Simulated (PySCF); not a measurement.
Electron correlation in Cu²⁺ (copper, charge +2)

[Ar] 3d8 4s1, high-spin 4F determinant (an excited configuration). Calculation: PySCF 2.14, in aug-cc-pwCVTZ-DK (10s9p7d4f3g, 127 functions); the spin-free X2C one-electron Hamiltonian (Gaussian nucleus). Frozen: [Ar]; 9 electrons correlated.

MP2 pair energies summed by pair of shells (mhartree):

```
 pair   energy  share (%)
3d-3d  -271.80       90.6
3d-4s   -28.11        9.4
```

Total MP2 correlation energy: -299.91 mhartree.

Same-spin part -115.56 and opposite-spin part -184.34 mhartree; SCS-MP2 scales them by 1/3 and 6/5 to -259.74 mhartree.
